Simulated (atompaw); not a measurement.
copper (Cu): PAW (atompaw) pseudisation with LDA (PW92), scalar-relativistic reference atom.

copper (Cu), PAW, made with atompaw 4.2.0.5 (LDA (PW92), scalar-relativistic). Core [Ne] 3s2, reference 3p6 3d10 4s0.5 4p0.5. Waves: 4s (bound): rc 1.90 bohr; 4s channel at 2.4 Ry: rc 1.90 bohr; 3p (bound): rc 1.25 bohr; 4p (bound): rc 1.25 bohr; 3d (bound): rc 1.90 bohr; 3d channel at -0.1 Ry: rc 1.90 bohr. Local part: bessel scheme, radius 1.35 bohr. Core correction: smooth core density matched at 1.35 bohr. Augmentation charge: gaussian compensation charge, radius 1.55 bohr; PAW radius 1.90 bohr; waves and projectors: custom polynom gramschmidtortho.

Poles of the logarithmic derivatives, all-electron (AE) and pseudo (PS). s: poles at 4.6 (AE) and -4.9, 4.6 (PS) Ry. p: poles at -5.3 (AE) and -5.3 (PS) Ry. d: poles at -0.1 (AE) and -0.1 (PS) Ry. Test radius 1.91 bohr.

- Cutoffs needed: 80 Ry and 120 Ry (the cutoffs (Ry, on a coarse ladder) from which the occupation-weighted sum of valence levels, in a spherical-Bessel basis at the reference potential, stays within 10 and 1 mRy of its value at 400 Ry)
- Ghost test: ghost state, extra bound levels that the all-electron valence spectrum of the same l lacks: s at -67.1 eV; a true bound ghost makes a file unfit for plane-wave use (spherical-Bessel basis up to 400 Ry, 20 bohr box)
- Lowest eigenvalue of the overlap operator: 0.18 (s channel)
- Overlap eigenvalues printed by atompaw (projector basis): 5.52e-05, 0.129, 1.85, 6.88, 21.4, 36.2
- Share of each valence orbital outside the PAW sphere: 4s 79 %, 3p 0 %, 4p 95 %, 3d 10 %
